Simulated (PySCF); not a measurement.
NMR data simulated for an unnamed compound:

$^{1}$H NMR (400 MHz, computed): δ 2.92 (br s, 3H), 2.17 (br, 2H).

$^{13}$C{$^{1}$H} NMR (computed): δ 141.5 (C, q, J = 362.2 Hz).

[PySCF 2.14: GIAO PBE0/pcSseg-1 shieldings; PBE0-D3(BJ)/def2-SVP geometry; J couplings at B3LYP/pcJ-1 (spin–dipole term only in couplings to heteroatoms); averaged over atoms made equivalent by symmetry, fast rotation or ring inversion; no solvent; a single conformation; non-relativistic Hamiltonian]

δ = σ(ref) − σ, references computed at the same level: $^{1}$H, $^{13}$C vs TMS.

Which of these does the molecule contain: an N-methyl group, an NH or NH2 group, a CF3 group, an ester, a CH3CH2 unit?

Results:


- An N-methyl group: no.
- An NH or NH2 group: yes (δH 2.92 (br s)).
- A CF3 group: yes (δC 141.5).
- An ester: no.
- A CH3CH2 unit: no.

The data belong to `InChI=1S/CH5BF3N/c3-1(4,5)2-6/h2H2,6H3`; they needn't prove each group on their own.

Carbon signals by region: 1 in the sp2 and nitrile region (100–160 ppm).

OH/NH shifts are gas-phase values; hydrogen bonding in solution moves them, usually downfield. Hydrogens on boron are broadened and split by $^{11}$B (spin 3/2, 80 %) and 10B (spin 3). A carbon bonded to boron is broadened by the quadrupolar boron nucleus and is often missing from a measured spectrum. Common functionals overestimate the size of one-bond C–F couplings by tens of Hz; these are unscaled. Shifts are as computed. Against solution values, carbons near 30 ppm lie about +2 ppm off and those near 130 ppm about +5 ppm. Of 1211 compounds with measured shifts, 218 miss one by over three times the rms of a fit or turn the order of signals round; such compounds aren't used in these exercises. Couplings to exchangeable protons are dropped.
